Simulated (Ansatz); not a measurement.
Reaction (formal exchange of groups at a B–Si bond): `B[SiH]([SiH3])Cl` + `BN=C` → `BC=NB` + `[SiH3][SiH2]Cl`

Gas-phase electronic energies from Ansatz, PBE0-D4/def2-TZVP geometries. CBS: MP2 limit from def2 TZ/QZ plus the TZ coupled-cluster correction, frozen cores. DFT in def2-TZVPP. B3LYP here is the variant with VWN-RPA as its local correlation; programs differ in this. HSE06 is defined as in plane-wave codes.

(1) Is it downhill or uphill in electronic energy at CCSD(T)/CBS, and by how much? (Best estimate.)

(2) What do these levels give: r2SCAN-D4, HSE06-D4, ωB97M-V, PBE, revPBE, BLYP, B3LYP, BHLYP, LC-ωPBE, HF/def2-TZVPP, CCSD/def2-TZVPP, CCSD/CBS(def2)? (Estimate.)

Largest T1 diagnostic among the species: 0.017.

## Answers

(1) Ansatz gave: Downhill: ΔE = -0.21 eV.

(2) The calculation gave: r2SCAN-D4 -0.20, HSE06-D4 -0.16, ωB97M-V -0.22, PBE -0.19, revPBE -0.18, BLYP -0.26, B3LYP -0.25, BHLYP -0.25, LC-ωPBE -0.17, HF/def2-TZVPP -0.25, CCSD/def2-TZVPP -0.20, CCSD/CBS(def2) -0.21 eV.

Leaving LDA and LC-ωPBE aside and taking each functional with its dispersion term where it has one, the values, not all of them listed here, spread over 0.09 eV, from B2PLYP to PBE0-D4. LDA lies −0.03 eV from PBE without D4.
